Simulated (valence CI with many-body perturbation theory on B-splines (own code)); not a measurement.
Ba⁷⁺: what each term of the Hamiltonian does

Computed by relativistic CI+MBPT: three valence electrons over a frozen Dirac-Fock core [Kr] 4d10, a basis of 8 s, 8 p, 9 d, 9 f, 6 g, 3 h, 2 i functions for each j, with the one-electron correlation potential Σ1, the two-electron term Σ2, the three-electron term Σ3, Breit, model QED; selected CI, second order for the rest, scaled by the run's own slope (own B-spline code, finite nucleus).

Set against measurement, 58 paired levels are off by 850 cm⁻¹ on average, the worst by 3081. These come from a selection out of Sansonetti and Curry, J. Phys. Chem. Ref. Data 39, 043103 (2010). Levels without a partner in it may be off by more, other configurations by several thousand cm⁻¹. 3 measured levels below the end of the list, from 249919 cm⁻¹ on, found no clear computed partner, and computed levels of the same name lie up to 9005 cm⁻¹ from them.

Each rung adds one term. CI alone is the Dirac-Coulomb CI over the frozen core; QED comes last and gives the full result, which names the levels. Energies are above 5s2.5p 2P°_1/2 on the same rung, in eV.

Names give the largest LS component (configuration and term), which can be under half, so a name can repeat, a term be missing and a line seem to break the LS rules; names also repeat where a configuration has a term twice. Letters in brackets count levels of one name in rising energy.

| Level | CI alone | + Σ1 | + Σ2 | + Σ3 | + Breit | Full |
| --- | --- | --- | --- | --- | --- | --- |
| 5s2.5p 2P°_3/2 | 2.828 | 2.937 | 2.958 | 2.959 | 2.921 | 2.926 |
| 5s.5p2 4P_1/2 | 13.632 | 13.881 | 14.382 | 14.381 | 14.400 | 14.343 |
| 5s.5p2 4P_3/2 | 15.089 | 15.406 | 15.968 | 15.969 | 15.962 | 15.908 |
| 5s.5p2 4P_5/2 | 16.269 | 16.618 | 17.117 | 17.119 | 17.102 | 17.050 |
| 4f.5s2 2F°_5/2 | 19.094 | 18.426 | 17.216 | 17.207 | 17.070 | 17.058 |
| 4f.5s2 2F°_7/2 | 19.223 | 18.593 | 17.394 | 17.385 | 17.230 | 17.220 |
| 5s.5p2 2D_3/2 | 19.090 | 19.466 | 19.612 | 19.616 | 19.600 | 19.549 |
| 5s.5p2 2D_5/2 | 19.924 | 20.350 | 20.621 | 20.628 | 20.588 | 20.540 |
| 5s.5p2 2P_1/2 | 22.095 | 22.462 | 21.756 | 21.745 | 21.745 | 21.691 |
| 5s.5p2 2S_1/2 | 24.862 | 25.330 | 24.799 | 24.789 | 24.749 | 24.700 |
| 5s.5p2 2P_3/2 | 25.489 | 25.968 | 24.984 | 24.973 | 24.935 | 24.886 |
| 5s2.5d 2D_3/2 | 28.764 | 29.301 | 28.692 | 28.710 | 28.641 | 28.632 |
| 5s2.5d 2D_5/2 | 29.190 | 29.752 | 29.157 | 29.174 | 29.094 | 29.087 |
| 4f.5s.5p 4G_5/2 | 31.663 | 31.218 | 30.539 | 30.512 | 30.403 | 30.337 |
| 4f.5s.5p 4F_7/2 | 31.873 | 31.445 | 30.776 | 30.761 | 30.637 | 30.571 |
| 4f.5s.5p 4F_3/2 | 32.256 | 31.843 | 31.177 | 31.196 | 31.078 | 31.015 |
| 4f.5s.5p 4F_5/2 | 32.341 | 31.936 | 31.254 | 31.269 | 31.141 | 31.077 |
| 4f.5s.5p 2F_7/2 [a] | 32.412 | 31.985 | 31.281 | 31.274 | 31.153 | 31.087 |
| 4f.5s.5p 4F_9/2 | 32.393 | 31.992 | 31.324 | 31.319 | 31.183 | 31.118 |

Question: How does the ionisation energy move along the ladder, and which term matters most?

Answer: CI alone 100.31, + Σ1 101.89, + Σ2 101.39, + Σ3 101.37, + Breit 101.29, + QED 101.30 eV. The largest step is Σ1, 1.57 eV. NIST lists 101 ± 2.1 eV (theoretical).
